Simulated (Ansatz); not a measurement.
Total energies of the cluster BiF3 (the lowest singlet isomer of a short search) from Ansatz at r2SCAN-D4/def2-TZVP, gas phase (1 Eh = 27.2114 eV = 2625.5 kJ/mol). The reference geometry is relaxed at PBE-D4/def2-TZVP.

```tsv
atom	x (Å)	y (Å)	z (Å)
Bi1	0.3827	0.2831	-0.6092
F2	1.3006	-0.9436	0.7053
F3	-0.4212	1.5198	0.7689
F4	-1.2620	-0.8593	-0.8650
```

| state | geometry | energy (Eh) |
| --- | --- | --- |
| charge 0 singlet | reference | -514.38026 |
| charge 1 doublet | reference | -513.93090 |
| charge 0 triplet | relaxed at PBE-D4/def2-TZVP | -514.22695 |
| charge 0 quintet | relaxed at PBE-D4/def2-TZVP | -514.07551 |
| free Bi atom (quartet) | – | -214.71773 |
| free F atom (doublet) | – | -99.72763 |

In the def2 sets Bi takes a core potential; there is no spin–orbit coupling.

Question: Work out the vertical ionisation energy to the doublet.

Answer: E(charge 1 doublet) − E(charge 0 singlet) = -513.93090 − (-514.38026) = 0.44936 Eh = 12.23 eV. For comparison, −ε of the highest occupied level is 8.97 eV at this level, 3.26 eV less.

Question: Which of the charge 0 states is lowest, and how far above it are the others?

Answer: The singlet. triplet: -514.22695 − (-514.38026) = 0.15331 Eh = 402.5 kJ/mol; quintet: -514.07551 − (-514.38026) = 0.30475 Eh = 800.1 kJ/mol. The quintet has fallen apart, so its energy is that of loose fragments and no spin gap. The quintet differs in its bonds from the reference.

Question: What is the binding energy per atom against free atoms?

Answer: Atoms: 1 × (-214.71773) + 3 × (-99.72763) = -513.90062 Eh. Binding: -513.90062 − (-514.38026) = 0.47964 Eh = 13.05 eV, or 3.26 eV for each of 4 atoms (no zero-point energy, no counterpoise term).

The structure comes from a short search, and lower isomers may exist.
